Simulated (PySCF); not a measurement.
## UHF on Mg (magnesium, neutral)

Configuration: [Ne] 3s2, closed-shell 1S. All numbers are calculated (PySCF 2.14, no relativity, point nucleus, in aug-cc-pVDZ (5s4p2d, 27 functions)).

| Property | Result |
| --- | --- |
| Total energy | -199.608339 hartree |
| One-electron energy | -279.4195 hartree |
| Hartree (Coulomb) energy | 95.8041 hartree |
| Exchange energy | -15.9930 hartree |
| Kinetic energy | 199.59391 hartree |
| ⟨S²⟩ | 0.0000 |
| ⟨L²⟩ | 0.000 |
| Sum of ⟨r⟩ | 12.26 bohr |
| Sum of ⟨r²⟩ | 29.64 bohr² |
| Density at the nucleus (Gaussians lack the cusp) | 1060 bohr⁻³ |
| Langevin diamagnetic susceptibility | -23.5 ×10⁻⁶ cm³/mol |
| Time after the integrals | 0.05 s of wall time on 1 thread of Neoverse-V1 (shared host) |

```csv
shell,electrons,mean orbital energy (eV),"rms radius, mean of both spins (bohr)"
1s,2,-1334.2,0.152
2s,2,-102.52,0.756
2p,6,-62.094,0.774
3s,2,-6.888,3.53
```
